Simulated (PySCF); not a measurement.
GeH6Si, SMILES [GeH3][SiH3] (connectivity only; charge and spin as stated), charge -1, multiplicity 2. The structure is a stationary point at PBE-D3(BJ)/def2-SVPD. The multiplicity is an assumed one; other spin states were not compared.

Level of theory: PBE-D3(BJ)/def2-SVPD run with PySCF.

Harmonic wavenumbers (cm⁻¹): 138, 176, 207, 246, 426, 469, 756, 814, 825, 843, 894, 903, 1572, 1724, 1878, 1892, 2001, 2014. Rotational constants (GHz): 45.99, 2.924, 2.913; symmetry number 1.

Work out the zero-point energy and the ideal-gas rigid-rotor harmonic-oscillator thermochemistry at 298.15 K and 1 atm.

ZPE = ½ Σ hcν = ½ × 17776 cm⁻¹ = 106.32 kJ/mol. H − E(el) = 124.80 kJ/mol. Entropy in J/(mol K): translation 167.00, rotation 101.34, vibration 49.20, spin 5.76, total 323.30. G − E(el) = 28.41 kJ/mol. Cp = 91.10 J/(mol K). Modes under 150 cm⁻¹ make the vibrational entropy uncertain.
